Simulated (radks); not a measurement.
Values are calculated unless marked as measured or tabulated.
Q: Species: Pr. Configuration: [Xe] 4f3 6s2. Code: a radial shooting solver on a logarithmic mesh with Libxc functionals. Model: Dirac Kohn-Sham, exchange-only PBE, spin-unpolarised, spherical densities, finite nucleus; open shells fill j = l - 1/2 first; Fermi nuclear charge, rms radius 4.8919 fm.

Spin-orbit splittings of the eigenvalues, e(l+1/2) - e(l-1/2), with zeta = 2 splitting/(2l+1) and mean radii in bohr:

| shell | occ. | splitting (eV) | zeta (eV) | <r> j=l-1/2 | <r> j=l+1/2 |
|---|---|---|---|---|---|
| 2p | 6 | 482.3 | 321.5 | 0.08605 | 0.09235 |
| 3p | 6 | 95.54 | 63.69 | 0.2617 | 0.2740 |
| 3d | 10 | 20.59 | 8.238 | 0.2452 | 0.2491 |
| 4p | 6 | 20.57 | 13.72 | 0.6403 | 0.6683 |
| 4d | 10 | 3.608 | 1.443 | 0.7218 | 0.7318 |
| 4f | 3 | 0.3339 | 0.09541 | 1.232 | 1.283 |
| 5p | 6 | ? | ? | 1.711 | 1.804 |
| 5d | 0 | 0.1470 | 0.05880 | 3.452 | 3.586 |
| 6p | 0 | 0.1255 | 0.08365 | 6.679 | 7.107 |

Estimate the 5p splitting.

A: 2.772 eV (zeta = 1.848 eV).
